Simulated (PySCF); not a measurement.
IrO₂, SMILES [O]=[Ir]=[O] (connectivity only; charge and spin as stated), neutral, multiplicity 4. Atoms are numbered in the order given.

```xyz
3

Ir     0.0000     0.0000     0.1547
O      0.0000     1.4867    -0.7443
O      0.0000    -1.4867    -0.7443
```
Charge 0, spin multiplicity 4.

Geometry: PBE-D3(BJ)/def2-TZVP. The spin state was assumed, not searched. The def2 effective core potentials stand for the cores of Ir; spin–orbit coupling is left out.

The numbers are results of PySCF with PBE-D3(BJ)/def2-TZVP, not measurements.

Frequencies are harmonic and unscaled.

Computed vibrational spectrum:
| mode | ν (cm⁻¹) | IR (km/mol) | moving atoms (share of kinetic energy) |
|---|---|---|---|
| 1 | 258 | 1.5 | O 90 %, Ir 10 % |
| 2 | 859 | 47.5 | O 89 %, Ir 11 % |
| 3 | 917 | 18.6 | O 95 % |
